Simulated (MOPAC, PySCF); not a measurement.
C$_{4}$H$_{12}$GeO$_{2}$, SMILES `C[O][Ge]([CH3])([CH3])[O]C` (C–O–Ge–O torsion -55°, O–Ge–O–C torsion 169°), neutral singlet in the gas phase. 

Cartesian coordinates (Å):
```xyz
19

C      2.6620     0.0191    -0.4565
O      1.8028    -0.2215     0.6345
Ge     0.0353    -0.2053     0.4215
C     -0.7176    -0.3197     2.2111
C     -0.5329    -1.5972    -0.8330
O     -0.2821     1.4044    -0.3128
C     -1.5364     1.7401    -0.8446
H      2.4465     0.9839    -0.9506
H      3.6995     0.0458    -0.0848
H      2.6024    -0.7777    -1.2251
H     -0.4876    -1.2989     2.6566
H     -1.8099    -0.1913     2.1813
H     -0.2797     0.4696     2.8385
H     -0.2002    -2.5815    -0.4709
H     -0.0940    -1.4170    -1.8254
H     -1.6288    -1.6125    -0.9319
H     -2.3405     1.7440    -0.0805
H     -1.8562     1.0588    -1.6592
H     -1.4824     2.7570    -1.2684
```
Charge 0, multiplicity 1.

All levels are single points at this geometry (B3LYP-D3(BJ)/def2-SVP); Pople sets use spherical d functions. Orbital energies aren't observables, and empty levels follow the basis.

| level | HOMO (eV) | LUMO (eV) | gap (eV) | dipole (D) | vertical IE, Delta-SCF (eV) |
|---|---|---|---|---|---|
| B3LYP-D3(BJ)/def2-TZVP in PySCF | -7.20 | 0.37 | 7.57 | 2.11 | 9.14 |
| PBE-D3(BJ)/def2-TZVP in PySCF | -5.92 | -0.13 | 5.79 | 1.99 | – |
| B3LYP/3-21G in PySCF | -6.64 | 1.68 | 8.32 | 2.48 | – |
| B3LYP/6-311+G** (LANL2DZ on Ge) in PySCF | -7.29 | -0.25 | 7.04 | 2.52 | – |
| B3LYP/6-31G* in PySCF | -6.91 | 1.29 | 8.20 | 2.29 | 8.94 |
| B3LYP/LANL2DZ in PySCF | -7.01 | 1.46 | 8.47 | 2.95 | – |
| BP86/6-31G* in PySCF | -5.72 | 0.57 | 6.29 | 2.19 | – |
| M06-2X/6-31G* in PySCF | -8.73 | 2.29 | 11.02 | 2.32 | – |
| HF/3-21G in PySCF | -10.82 | 5.64 | 16.46 | 2.87 | – |
| HF/6-31G* in PySCF | -10.93 | 4.83 | 15.76 | 2.54 | – |
| HF/STO-3G in PySCF | -8.18 | 11.29 | 19.46 | 1.92 | – |
| PM6 in MOPAC | -9.63 | 0.91 | 10.54 | 2.96 | – |
| PM7 in MOPAC | -9.28 | -0.20 | 9.08 | 3.33 | – |
